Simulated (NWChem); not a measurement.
Species: CdGeH4O; SMILES [OH][Cd][GeH3]

```xyz
7

Cd    -0.0019     0.7754    -0.0001
O     -0.0693     2.7543     0.0004
H      0.8018     3.1662    -0.0006
Ge    -0.0051    -1.7352     0.0001
H      1.4238    -2.2830    -0.1899
H     -0.5441    -2.3063     1.3264
H     -0.8721    -2.3074    -1.1386
```
Atoms are numbered in this order, from 1.

Program: NWChem. The geometry was optimised at PBE0/def2-SVP (def2 core potentials past Kr).

For level TPSS/STO-3G, non-relativistic:

```
Item                         Result
---------------------------  ------
highest occupied level (eV)   -1.37
orbital gap (eV)               5.00
dipole (D)                     1.20
```

Task: What are these values for level TPSS/3-21G, non-relativistic?

Result: highest occupied level (eV): -5.55
orbital gap (eV): 4.18
dipole (D): 1.39
